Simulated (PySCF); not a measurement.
Predicted microwave data (PBE0-D3(BJ)/def2-SVP geometry optimisation, gas phase (PySCF)) for one isomer of C9H8O:

```
Rotational constants : A = 3004, B = 879.2, C = 680.3 MHz
Dipole components    : |μa| = 4.18 D, |μb| = 1.63 D, |μc| = 0.06 D
Inertial defect      : -0.12 u·Å²
κ                    : -0.83
```

**Question.** Which structure is it? (One computed conformer of each.)
A. `O=C1CCc2ccccc21` (1-indanone)
B. `[CH2:1]=[CH:2][c:3]1[cH:4][cH:5][cH:6][c:7](=[O:8])[cH:9][cH:10]1` with C1–C2–C3–C4 178°
C. `[CH2:1]=[CH:2][C:3](=[O:4])[c:5]1[cH:6][cH:7][cH:8][cH:9][cH:10]1` with C1–C2–C3–O4 0°, C2–C3–C5–C6 -179°

**Answer.** B. It is C=Cc1cccc(=O)cc1, an asymmetric top. The candidates at the same level (rigid rotor, commonest isotopes):

| SMILES | A (MHz) | B (MHz) | C (MHz) | μa (D) | μb (D) | μc (D) | Δ (u·Å²) | point group | rotor |
| --- | --- | --- | --- | --- | --- | --- | --- | --- | --- |
| C=CC(=O)c1ccccc1 | 3523 | 844.4 | 681.2 | 1.12 | 2.41 | 0.00 | -0.02 | Cs | asymmetric top |
| O=C1CCc2ccccc21 | 2563 | 1267 | 856.6 | 2.06 | 2.66 | 0.00 | -6.25 | Cs | asymmetric top |
| C=Cc1cccc(=O)cc1 | 3004 | 879.2 | 680.3 | 4.18 | 1.63 | 0.06 | -0.12 | near Cs | asymmetric top |

`O=C1CCc2ccccc21` has B 44 % too high; `C=CC(=O)c1ccccc1` has A 17 % too high. No structure here is proved a minimum.
